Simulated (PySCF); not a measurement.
Unrelated species, one level of theory. Theory: PySCF 2.14.0, density-fitted response routines, TDDFT CAM-B3LYP/def2-SVPD, vertical, gas phase, core orbitals frozen in the response. Geometries: GFN2-xTB; one conformer of each isolated species. Triplets are in the Tamm–Dancoff approximation. 'Strongest' means the level of largest summed f among the lowest 8 singlets; it needn't be the same kind of state in each.

Problem. Rank by computed HOMO–LUMO gap, lowest first.
A. `N#CCS[SiH3]`
B. `c1cc(C#N)cs1`
C. `C[SiH2]O[Si@H](C)C#N`
D. `P1(C=CC=C1)(P)=S`

Solution. D (6.45 eV), B (8.42 eV), A (9.23 eV), C (10.55 eV).

```json
{"SMILES": "PP1(=S)C=CC=C1", "gap (eV)": "6.45", "LUMO (eV)": "-1.28", "f (S1)": "0.000", "strongest (eV)": "5.72", "T1 (eV)": "2.53", "α (au)": "116.2", "S1 mainly": "H-1→L (97%)"}
{"SMILES": "N#Cc1ccsc1", "gap (eV)": "8.42", "LUMO (eV)": "-0.47", "f (S1)": "0.071", "strongest (eV)": "6.82", "T1 (eV)": "3.65", "α (au)": "77.6", "S1 mainly": "H→L (83%)"}
{"SMILES": "N#CCS[SiH3]", "gap (eV)": "9.23", "LUMO (eV)": "0.41", "f (S1)": "0.001", "strongest (eV)": "7.46", "T1 (eV)": "4.89", "α (au)": "73.8", "S1 mainly": "H→L+1 (65%)"}
{"SMILES": "C[SiH2]O[Si@H](C)C#N", "gap (eV)": "10.55", "LUMO (eV)": "0.47", "f (S1)": "0.002", "strongest (eV)": "8.07", "T1 (eV)": "6.00", "α (au)": "89.8", "S1 mainly": "H→L (32%)"}
```

H and L stand for HOMO and LUMO.
